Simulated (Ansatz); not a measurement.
Compare A (`[SiH3]/C=C\S`) with its isomer B (`SC1C[SiH2]1`).

Isolated molecules relaxed with PBE0-D4/def2-TZVP in Ansatz; ΔE leaves out vibrations. CCSD(T)/CBS is the MP2 limit (def2-TZVPP, def2-QZVPP) plus CCSD(T) − MP2 in def2-TZVPP, frozen cores. Functionals use def2-TZVPP. B3LYP here is the variant with VWN-RPA as its local correlation; programs differ in this. Each species was taken in one conformer, which may not be the lowest.

Q: Which is lower in electronic energy at CCSD(T)/CBS, and by how much? (An estimate is asked.)

A: Computed: A, by 10.1 kcal/mol.

Q: Give E(B) − E(A) in kcal/mol with MP2/def2-TZVPP, CCSD(T)/def2-TZVPP, B3LYP, BLYP-D4, B3LYP-D4, CCSD/def2-TZVPP, HF/def2-TZVPP. (Best estimate.)

A: Computed: MP2/def2-TZVPP 8.6, CCSD(T)/def2-TZVPP 10.7, B3LYP 12.9, BLYP-D4 14.7, B3LYP-D4 13.0, CCSD/def2-TZVPP 10.6, HF/def2-TZVPP 15.3. None reverses the order clearly.

Q: Does the order hold for the free energy at 298.15 K (harmonic terms from PBE0-D4)? (Best estimate.)

A: Computed: Yes: G(B) − G(A) = +13.1 kcal/mol, for one conformer each. Modes under 60 cm⁻¹, often nearly free rotors, make the harmonic entropy too high.

Largest T1 diagnostic: 0.013.

In def2-TZVPP, CCSD(T) changes the Hartree–Fock value by −4.6 kcal/mol (the triples alone add +0.1 kcal/mol) and MP2 by −6.8 kcal/mol. At CCSD(T), def2-SVP lies +1.5 kcal/mol from the extrapolated value and def2-TZVPP +0.7 kcal/mol.
